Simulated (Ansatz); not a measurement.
Program: Ansatz. Geometries: PBE0-D4/def2-TZVP. ΔE: electronic, gas phase. CCSD(T)/CBS adds triple-zeta CCSD(T) − MP2 to the extrapolated MP2 energy (def2 sets, frozen cores). This one scheme is used for every species, atoms too. Functionals use def2-TZVPP. No spin–orbit coupling; open shells (•) take unrestricted orbitals. Spin–orbit coupling would lower the free atoms: a little for B; strongly for I. def2 core potentials past Kr. Bonds to I are less sure, by a few kJ/mol each and by 10 to 20 or more in all where they break to atoms, as the def2 sets lack core-valence functions.

Consider the atomization: `IB(I)I` → B• + 3 I•.

`IB(I)I`:

Cartesian coordinates in Å:
```
I 1.551 -0.083 1.429
B 0.000 0.000 0.000
I 0.464 0.068 -2.058
I -2.015 0.015 0.628
```

CCSD(T)/CBS gives +977.2 kJ/mol.

(1) Another level gave +929.1 kJ/mol. Which?
A. BLYP/def2-TZVPP
B. LC-ωPBE/def2-TZVPP
C. ωB97M-V/def2-TZVPP
D. r2SCAN-D4/def2-TZVPP

Largest T1 diagnostic among the species: 0.014.

Answers

(1) C. ωB97M-V 929.1, LC-ωPBE 917.9, r2SCAN-D4 979.5, BLYP 896.3 kJ/mol.

In def2-TZVPP, CCSD(T) changes the Hartree–Fock value by +304.3 kJ/mol (the triples alone add +45.0 kJ/mol) and MP2 by +394.7 kJ/mol; breaking electron pairs costs correlation energy, which Hartree–Fock lacks. Leaving LDA and LC-ωPBE aside and taking each functional with its dispersion term where it has one, the values, not all of them listed here, spread over 121.2 kJ/mol, from BHLYP-D4 to PBE-D4. LDA lies +170.7 kJ/mol from PBE without D4, its usual overbinding.

For atomizations the MP2-based limit and the directly extrapolated one differ by several kJ/mol either way, and by 10 to 25 for some Ge, Se and Sn compounds, so smaller differences from it don't rank the levels.
